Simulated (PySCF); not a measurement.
HfF3Cl, SMILES [F][Hf]([F])([F])[Cl], multiplicity 1.

Coordinates come from a B3LYP-D3(BJ)/def2-SVP optimisation. The multiplicity is an assumed one; no other spin state was optimised. The structure was generated by enumeration; whether it is a known compound was not checked. The def2 effective core potentials stand for the cores of Hf; spin–orbit coupling is left out.

All values below come from PBE/def2-TZVP in PySCF.

Symmetry labels are those of the subgroup Cs that the program uses (full group C3v).

Computed valence orbital energies around the gap with their symmetry:
```
orbital  symmetry  energy (eV)
-------  --------  -----------
HOMO−7         A"       -10.93
HOMO−6         A'       -10.69
HOMO−5         A"       -10.26
HOMO−4         A'       -10.26
HOMO−3         A"       -10.19
HOMO−2         A'        -9.51
HOMO−1         A"        -8.55
HOMO           A'        -8.55
LUMO           A"        -2.15
LUMO+1         A'        -2.15
LUMO+2         A'        -1.54
LUMO+3         A'        -1.46
```
